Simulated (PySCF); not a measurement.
r2SCAN on Pb⁻ (lead, charge -1), [Xe] 4f14 5d10 6s2 6p3, high-spin 4S determinant. Computed with PySCF 2.14 in aug-cc-pwCVTZ-DK3 (11s10p8d5f1g, 125 functions), with scalar relativity by spin-free X2C-1e.

```
cycle= 1 E= -20884.1279868283  delta_E= -0.0201  |g|=  0.2  |ddm|= 0.814
cycle= 2 E= -20884.128440701  delta_E= -0.000454  |g|= 0.162  |ddm|= 0.246
cycle= 3 E= -20884.130017534  delta_E= -0.00158  |g|= 0.022  |ddm|= 0.0902
cycle= 4 E= -20884.1301225407  delta_E= -0.000105  |g|= 0.00205  |ddm|= 0.0238
cycle= 5 E= -20884.1301253671  delta_E= -2.83e-06  |g|= 0.000434  |ddm|= 0.00604
cycle= 6 E= -20884.1301255148  delta_E= -1.48e-07  |g|= 3.53e-05  |ddm|= 0.00149
cycle= 7 E= -20884.1301255163  delta_E= -1.52e-09  |g|= 2.73e-06  |ddm|= 0.000223
cycle= 8 E= -20884.1301255163  delta_E= 7.28e-12  |g|= 1.09e-07  |ddm|= 4.93e-05
converged SCF energy = -20884.1301255163  <S^2> = 3.7550025  2S+1 = 4.0025005
```

Highest occupied orbital energy: 0.806 eV; ⟨L²⟩ = 0.00; populations by l: s 12.00, p 27.00, d 30.00, f 14.00.

Problem. Can this result be used?

Solution. With care. Self-consistency was reached. Spin-orbit coupling, which splits the p, d and f shells strongly at this Z, is absent. Spin-orbit coupling is strong in this species (close to jj coupling), so the high-spin LS determinant is a model state, not a physical level. At r2SCAN the highest occupied level has a positive energy, so only the finite basis holds that electron; in a semilocal or global hybrid functional this comes from self-interaction and does not mean that the real anion is unbound.
